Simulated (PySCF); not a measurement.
A side-by-side comparison of computed properties.

First species: C7H10NPSi.
SMILES with atom numbers: `[SiH3:1][N:2]=[P@:3]12[CH:4]=[CH:5][C@H:6]([CH:7]=[CH:8]1)[CH:9]=[CH:10]2` (hydrogens: H11, H12, H13 on Si1; H14 on C4; H15 on C5; H16 on C6; H17 on C7; H18 on C8; H19 on C9; H20 on C10)

Geometry (GFN2-xTB, Å), atoms numbered from 1 in this order:
```
atom  x, y, z in Å
Si1    3.4921    0.0942   -0.0461
N2     1.9908    0.9388   -0.0223
P3     0.5399    0.3806   -0.0059
C4    -0.1846   -0.6143   -1.3560
C5    -1.4803   -0.8407   -1.2070
C6    -2.1600   -0.2921    0.0275
C7    -1.9600    1.2100    0.0311
C8    -0.7221    1.6772    0.0162
C9    -1.4476   -0.8505    1.2389
C10   -0.1483   -0.6255    1.3548
H11    3.6462   -0.7592   -1.2340
H12    3.6747   -0.7740    1.1270
H13    4.4784    1.1708   -0.0519
H14    0.4174   -0.9425   -2.1883
H15   -2.0873   -1.3903   -1.9103
H16   -3.2200   -0.5474    0.0404
H17   -2.8443    1.8281    0.0450
H18   -0.4301    2.7142    0.0167
H19   -2.0358   -1.4064    1.9532
H20    0.4756   -0.9603    2.1681
```

Second species: C₄H₁₁NO₂Si₂.
InChI=1S/C4H11NO2Si2/c1-6-9(4-3-5)7-8-2/h9H,4,8H2,1-2H3/t9-/m1/s1

Levels: PBE0/pcSseg-1 for dipole moment, HOMO energy, LUMO energy and HOMO–LUMO gap; GFN2-xTB for rotational constant A and rotational constant C. Geometries: GFN2-xTB. Each structure is a single optimised conformer of the isolated species, non-relativistic unless stated; the electronic structure was computed with PySCF and density fitting.

The conformers computed, where there is a choice (atom-mapped SMILES and torsion angles):
- `[CH3:1][O:2][Si@@H:3]([CH2:4][C:5]#[N:6])[O:7][SiH2:8][CH3:9]`: C1–O2–Si3–C4 -174°, O2–Si3–C4–C5 172°, O2–Si3–O7–Si8 -158°, Si3–O7–Si8–C9 -33°

Values for the first species:

| Item | Value |
| --- | --- |
| Dipole moment | 5.09 D |
| HOMO energy | -6.72 eV |
| LUMO energy | -1.26 eV |
| HOMO–LUMO gap | 5.46 eV |
| Rotational constant A | 2.405 GHz |
| Rotational constant C | 0.683 GHz |

(1) Estimate the same properties for the second species, and the change in each.

## Answers

(1) 
```csv
property,first,second,second less first
dipole moment,5.09 D,3.58 D,-1.51 D
HOMO energy,-6.72 eV,-8.40 eV,-1.68 eV
LUMO energy,-1.26 eV,0.53 eV,+1.79 eV
HOMO–LUMO gap,5.46 eV,8.93 eV,+3.47 eV
rotational constant A,2.405 GHz,1.406 GHz,-0.999 GHz
rotational constant C,0.683 GHz,0.578 GHz,-0.105 GHz
```

On the first: The dipole equals about 17.0 × 10⁻³⁰ C·m (1 D = 3.33564 × 10⁻³⁰ C·m).

On the second: The dipole matches unit charges of opposite sign 0.75 Å apart (1 e·Å = 4.8032 D).
